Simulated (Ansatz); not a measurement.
Geometry optimisation, Ansatz, RKS PBE-D4/def2-SVP.

input.yaml

```yaml
crystal:
  periodic: [false, false, false]
  atoms:
    - { symbol: Ge, position_ang: [0.39076, 0.459169, -0.350604] }
    - { symbol: H, position_ang: [-0.121295, -0.224183, 2.277414] }
    - { symbol: Cl, position_ang: [2.013925, -0.293229, -1.529717] }
    - { symbol: F, position_ang: [-0.771958, 1.27951, -1.335313] }
    - { symbol: F, position_ang: [-0.480579, -0.930016, 0.224395] }
    - { symbol: O, position_ang: [0.944532, 1.642161, 0.838037] }
    - { symbol: H, position_ang: [1.871646, 1.455897, 1.085493] }
    - { symbol: H, position_ang: [0.161168, 0.399491, 2.502693] }
basis:
  gaussian: { orbitals: def2-SVP }
hamiltonian:
  xc: pbe
  dispersion: d4
relax:
  f_tol: 0.03
  max_steps: 50
output:
  orbitals: {}
```

Command:

```bash
$ ansatz run input.yaml --threads 2 --pin off --max-ram 3072MiB --backend cpu --events-out ev --progress --plain --runs-dir out
```

Question: Where does it end, and by what steps?

Answer: It converged. The force dipped under the threshold on the way, but the program's further checks kept it going. After 45 steps the energy has fallen by 0.281 eV; H7 moved furthest, 0.89 Å.

```
step  energy less start (eV)  largest force component (eV/Å)  accepted
   0                  0.0000                           1.672       yes
   2                 -0.2056                           0.166       yes
   4                 -0.2004                           0.698        no
   6                 -0.2310                           0.114       yes
   8                 -0.2330                           0.198       yes
  10                 -0.2330                           0.192       yes
  12                 -0.2376                           0.302       yes
  14                 -0.2476                           0.114       yes
  16                 -0.2537                           0.087       yes
  18                 -0.2557                           0.052       yes
  20                 -0.2589                           0.188       yes
  22                 -0.2634                           0.278       yes
  24                 -0.2693                           0.356       yes
  26                 -0.2735                           0.045       yes
  28                 -0.2743                           0.045       yes
  30                 -0.2750                           0.163       yes
  32                 -0.2755                           0.078        no
  34                 -0.2768                           0.022       yes
  36                 -0.2776                           0.038       yes
  38                 -0.2786                           0.078       yes
  40                 -0.2797                           0.082       yes
  42                 -0.2804                           0.041       yes
  44                 -0.2807                           0.045       yes
  45                 -0.2809                           0.030       yes
```

```xyz
8
Properties=species:S:1:pos:R:3
Ge 0.603 0.393 -0.627
H -0.134 0.093 2.550
Cl 1.931 -0.430 -2.068
F -0.658 1.256 -1.449
F -0.212 -0.866 0.265
O 1.458 1.424 0.513
H 1.043 1.330 1.397
H -0.023 0.588 3.130
```

Whether the end is a true minimum wasn't checked by a vibrational analysis.

Run time: 48 s on 2 threads of Intel(R) Xeon(R) 6975P-C (Granite Rapids), on a shared host, peak memory 0.17 GiB.
